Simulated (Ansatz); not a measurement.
Geometry optimisation of (H3Ge)2O (Ge2OH6).

```yaml
crystal:
  periodic: [false, false, false]
  atoms:
    - {symbol: Ge, position_ang: [1.533780, -0.088190, 0.668770]}
    - {symbol: H, position_ang: [2.054650, -1.096200, -0.315790]}
    - {symbol: H, position_ang: [2.334310, 1.175890, 0.666240]}
    - {symbol: H, position_ang: [1.396510, -0.682170, 2.039740]}
    - {symbol: O, position_ang: [-0.055520, 0.431830, 0.192000]}
    - {symbol: Ge, position_ang: [-1.537830, 0.110900, -0.658310]}
    - {symbol: H, position_ang: [-1.256020, 0.231440, -2.127860]}
    - {symbol: H, position_ang: [-2.020820, -1.267810, -0.309910]}
    - {symbol: H, position_ang: [-2.449070, 1.184320, -0.154880]}
basis:
  gaussian: {orbitals: def2-SVP}
hamiltonian: {xc: r2scan, dispersion: d4}
scf: {omitted_lower_state_checks: [starts]}
output: {orbitals: {seedname: orbitals}}
relax: {f_tol: 0.02, max_steps: 100}
```

```sh
$ ansatz run in.yaml --threads 4 --pin off --events-out ev --progress --plain --max-ram 3916MiB
```

Output, abridged:

```
Functional definition: r2SCAN
mean field -115164.30248629 eV, -4232.2100552032 hartree, gradient 3.9e-5 eV, S^2 0.000000; 0 other end points of the search recorded, 0 dependent functions left out
relax step   1: F+E_penalty+E_count = -115164.34133508 eV  Δ(F+E_penalty+E_count) = +0.000e0 eV  max|allowed force component| = 7.203e-1 eV/Å  Δτ_max = 0.0000 Å  (24 SCF iters, accepted)
mean field -115164.42668559 eV, -4232.2146194433 hartree, gradient 6.2e-5 eV, S^2 0.000000; 0 other end points of the search recorded, 0 dependent functions left out
relax step   2: F+E_penalty+E_count = -115164.46516614 eV  Δ(F+E_penalty+E_count) = -1.238e-1 eV  max|allowed force component| = 2.916e-1 eV/Å  Δτ_max = 0.1037 Å  (24 SCF iters, accepted)
mean field -115164.43932703 eV, -4232.2150840079 hartree, gradient 4.8e-5 eV, S^2 0.000000; 0 other end points of the search recorded, 0 dependent functions left out
relax step   3: F+E_penalty+E_count = -115164.47781133 eV  Δ(F+E_penalty+E_count) = -1.265e-2 eV  max|allowed force component| = 2.186e-1 eV/Å  Δτ_max = 0.0326 Å  (25 SCF iters, accepted)
mean field -115164.47824804 eV, -4232.2165143286 hartree, gradient 4.1e-5 eV, S^2 0.000000; 0 other end points of the search recorded, 0 dependent functions left out
relax step   4: F+E_penalty+E_count = -115164.51713829 eV  Δ(F+E_penalty+E_count) = -3.933e-2 eV  max|allowed force component| = 1.334e-1 eV/Å  Δτ_max = 0.2000 Å  (31 SCF iters, accepted)
mean field -115164.48547184 eV, -4232.2167797983 hartree, gradient 6.9e-5 eV, S^2 0.000000; 0 other end points of the search recorded, 0 dependent functions left out
relax step   5: F+E_penalty+E_count = -115164.52458049 eV  Δ(F+E_penalty+E_count) = -7.442e-3 eV  max|allowed force component| = 7.831e-2 eV/Å  Δτ_max = 0.0859 Å  (24 SCF iters, accepted)
mean field -115164.48677662 eV, -4232.2168277478 hartree, gradient 9.1e-6 eV, S^2 0.000000; 0 other end points of the search recorded, 0 dependent functions left out
relax step   6: F+E_penalty+E_count = -115164.52607514 eV  Δ(F+E_penalty+E_count) = -1.495e-3 eV  max|allowed force component| = 1.035e-1 eV/Å  Δτ_max = 0.0993 Å  (27 SCF iters, accepted)
mean field -115164.48709813 eV, -4232.2168395632 hartree, gradient 4.1e-5 eV, S^2 0.000000; 0 other end points of the search recorded, 0 dependent functions left out
relax step   7: F+E_penalty+E_count = -115164.52644115 eV  Δ(F+E_penalty+E_count) = -3.660e-4 eV  max|allowed force component| = 5.863e-2 eV/Å  Δτ_max = 0.0590 Å  (25 SCF iters, accepted)
mean field -115164.49111021 eV, -4232.2169870046 hartree, gradient 4.7e-5 eV, S^2 0.000000; 0 other end points of the search recorded, 0 dependent functions left out
relax step   8: F+E_penalty+E_count = -115164.53038141 eV  Δ(F+E_penalty+E_count) = -3.940e-3 eV  max|allowed force component| = 6.442e-3 eV/Å  Δτ_max = 0.0748 Å  (24 SCF iters, accepted)
mean field -115164.49299764 eV, -4232.2170563661 hartree, gradient 6.8e-5 eV, S^2 0.000000; 0 other end points of the search recorded, 0 dependent functions left out
relax step   9: F+E_penalty+E_count = -115164.53223447 eV  Δ(F+E_penalty+E_count) = -1.853e-3 eV  max|allowed force component| = 5.507e-2 eV/Å  Δτ_max = 0.1054 Å  (24 SCF iters, accepted)
mean field -115164.49381605 eV, -4232.2170864424 hartree, gradient 3.9e-5 eV, S^2 0.000000; 0 other end points of the search recorded, 0 dependent functions left out
relax step  10: F+E_penalty+E_count = -115164.53302466 eV  Δ(F+E_penalty+E_count) = -7.902e-4 eV  max|allowed force component| = 7.389e-2 eV/Å  Δτ_max = 0.0581 Å  (24 SCF iters, accepted)
mean field -115164.49485493 eV, -4232.2171246206 hartree, gradient 4.0e-5 eV, S^2 0.000000; 0 other end points of the search recorded, 0 dependent functions left out
relax step  11: F+E_penalty+E_count = -115164.53406515 eV  Δ(F+E_penalty+E_count) = -1.040e-3 eV  max|allowed force component| = 5.499e-2 eV/Å  Δτ_max = 0.0438 Å  (24 SCF iters, accepted)
mean field -115164.49612977 eV, -4232.2171714700 hartree, gradient 5.8e-5 eV, S^2 0.000000; 0 other end points of the search recorded, 0 dependent functions left out
relax step  12: F+E_penalty+E_count = -115164.53534880 eV  Δ(F+E_penalty+E_count) = -1.284e-3 eV  max|allowed force component| = 3.653e-2 eV/Å  Δτ_max = 0.0685 Å  (24 SCF iters, accepted)
mean field -115164.49681690 eV, -4232.2171967216 hartree, gradient 6.3e-5 eV, S^2 0.000000; 0 other end points of the search recorded, 0 dependent functions left out
relax step  13: F+E_penalty+E_count = -115164.53604386 eV  Δ(F+E_penalty+E_count) = -6.951e-4 eV  max|allowed force component| = 4.487e-2 eV/Å  Δτ_max = 0.0750 Å  (24 SCF iters, accepted)
mean field -115164.49693972 eV, -4232.2172012351 hartree, gradient 4.5e-5 eV, S^2 0.000000; 0 other end points of the search recorded, 0 dependent functions left out
relax step  14: F+E_penalty+E_count = -115164.53618534 eV  Δ(F+E_penalty+E_count) = -1.415e-4 eV  max|allowed force component| = 4.575e-2 eV/Å  Δτ_max = 0.0494 Å  (24 SCF iters, accepted)
mean field -115164.49731198 eV, -4232.2172149154 hartree, gradient 1.6e-5 eV, S^2 0.000000; 0 other end points of the search recorded, 0 dependent functions left out
relax step  15: F+E_penalty+E_count = -115164.53655677 eV  Δ(F+E_penalty+E_count) = -3.714e-4 eV  max|allowed force component| = 2.578e-2 eV/Å  Δτ_max = 0.0099 Å  (22 SCF iters, accepted)
mean field -115164.49749238 eV, -4232.2172215449 hartree, gradient 4.1e-5 eV, S^2 0.000000; 0 other end points of the search recorded, 0 dependent functions left out
relax step  16: F+E_penalty+E_count = -115164.53673579 eV  Δ(F+E_penalty+E_count) = -1.790e-4 eV  max|allowed force component| = 5.084e-3 eV/Å  Δτ_max = 0.0100 Å  (26 SCF iters, accepted)
mean field -115164.49749238 eV, -4232.2172215450 hartree, gradient 4.1e-5 eV, S^2 0.000000; 0 other end points of the search recorded, 0 dependent functions left out
Total energy: -115164.53674723 eV, -4232.2186641341 hartree
Atom 0 at     1.495470    -0.025228     0.571727 Å, force     0.003132     0.000141    -0.000901 eV/Å
Atom 1 at     2.096959    -0.606030    -0.722666 Å, force    -0.000288     0.000908     0.001473 eV/Å
Atom 2 at     2.405589     1.050844     1.171887 Å, force    -0.000182    -0.001264     0.000072 eV/Å
Atom 3 at     1.228543    -1.157563     1.581738 Å, force     0.000343    -0.000467    -0.000865 eV/Å
Atom 4 at    -0.035307     0.801722     0.194215 Å, force     0.002576     0.002813     0.002385 eV/Å
Atom 5 at    -1.499305     0.114887    -0.550195 Å, force    -0.005084    -0.001122    -0.000676 eV/Å
Atom 6 at    -1.167971    -0.373777    -1.973085 Å, force     0.000302    -0.001236    -0.000336 eV/Å
Atom 7 at    -2.004983    -1.062395     0.305839 Å, force    -0.000576     0.000487    -0.000168 eV/Å
Atom 8 at    -2.519005     1.257550    -0.579460 Å, force    -0.000224    -0.000261    -0.000983 eV/Å
Dipole moment:     0.008556    -0.192454    -0.046405 e Å
Checks for a lower state left out: starts
```

Run time 28 s (4 threads of Arm Neoverse V2 on a shared host).
